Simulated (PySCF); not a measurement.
**Telling isomers of C13H12 apart by NMR**

All values are calculated (PySCF): coordinates at the PBE0-D3(BJ)/def2-SVP level, spin–spin couplings from B3LYP/pcJ-1 (spin–dipole term left out of most H,H and C,H couplings), shielding tensors at PBE0/pcSseg-1 (GIAO). One averaged value for each set of equivalent atoms, isolated molecule, single conformer, relativity neglected.

References, each an isolated molecule treated in the same way: TMS for 1H, 13C. Multiplet labels drop J under 1 Hz and among equivalent protons, and merge close values. Unscaled 3J(H,H) run several per cent high. Shifts are as computed. Against solution values, carbons near 30 ppm lie about +2 ppm off and those near 130 ppm about +5 ppm. Of 1313 compounds with measured shifts, 239 miss one by over three times the rms of a fit or turn the order of signals round; such compounds aren't used in these exercises.

(1) Tabulate the signals of `c1ccc(Cc2ccccc2)cc1`, `C=C(C)c1ccc2ccccc2c1`, `C#C[C@@]1(C)C[C@@]12C=CC=C2C#CC` and their relative energies.

(2) What is the quickest way to tell c1ccc(Cc2ccccc2)cc1 from C=C(C)c1ccc2ccccc2c1?

(3) What is the quickest way to tell c1ccc(Cc2ccccc2)cc1 from C#C[C@@]1(C)C[C@@]12C=CC=C2C#CC?

(4) What is the quickest way to tell C=C(C)c1ccc2ccccc2c1 from C#C[C@@]1(C)C[C@@]12C=CC=C2C#CC?

Results:

(1) 
```tsv
SMILES	carbon types	δC	δH	E rel. (kcal/mol)
c1ccc(Cc2ccccc2)cc1	2×C 10×CH 1×CH2	148.7, 135.6, 133.9, 131.8, 45.3	7.39 (m, 4H), 7.33 (m, 2H), 7.25 (m, 4H), 3.88 (s, 2H)	0.0
C=C(C)c1ccc2ccccc2c1	4×C 7×CH 1×CH2 1×CH3	153.5, 145.0, 136.7, 136.5, 134.1, 133.3, 133.1, 131.6, 131.2, 130.7, 128.6, 121.1, 24.1	8.08 (d, 1H), 7.96 (m, 1H), 7.91 (m, 1H), 7.91 (d, 1H), 7.63 (m, 1H), 7.62 (dd, 1H), 7.62 (m, 1H), 5.77 (dq, 1H), 5.47 (quint, 1H), 2.28 (t, 3H)	6.7
C#C[C@@]1(C)C[C@@]12C=CC=C2C#CC	6×C 4×CH 1×CH2 2×CH3	150.6, 148.0, 136.4, 135.4, 104.2, 92.6, 83.0, 73.4, 51.9, 32.1, 27.9, 21.3, 6.0	6.93 (d of quint, 1H), 6.80 (dd, 1H), 6.63 (dd, 1H), 2.14 (d, 3H), 1.98 (s, 1H), 1.96 (d, 1H), 1.76 (d, 1H), 1.75 (s, 3H)	121.3
```

Energies are electronic energies at PBE0/pcSseg-1 on these geometries, without zero-point or thermal terms, each for the one conformer computed, which needn't be the lowest.

(2) Count the carbon signals: 5 against 13. The first has an sp3 CH2 on an aromatic ring at 45.3 ppm, the second a terminal =CH2 carbon at 121.1 ppm. Their most deshielded carbons lie at 148.7 and 153.5 ppm. In the proton spectra the most deshielded non-exchanging signals are 7.39 (m, 4H) and 8.08 (d, J = 1.6 Hz, 1H).

(3) Count the carbon signals: 5 against 13. The first has a substituted aromatic carbon (C) at 148.7 ppm, the second an alkyne carbon (C) at 83.0 ppm. Their most deshielded carbons lie at 148.7 and 150.6 ppm. In the proton spectra the most deshielded non-exchanging signals are 7.39 (m, 4H) and 6.93 (d of quint, J = 3.0, 1.2 Hz, 1H).

(4) Both give the same number of carbon signals, but DEPT or the intensities differ. The first has a terminal =CH2 carbon at 121.1 ppm, the second a three-membered-ring carbon (C) at 51.9 ppm. Their most deshielded carbons lie at 153.5 and 150.6 ppm. In the proton spectra the most deshielded non-exchanging signals are 8.08 (d, J = 1.6 Hz, 1H) and 6.93 (d of quint, J = 3.0, 1.2 Hz, 1H).
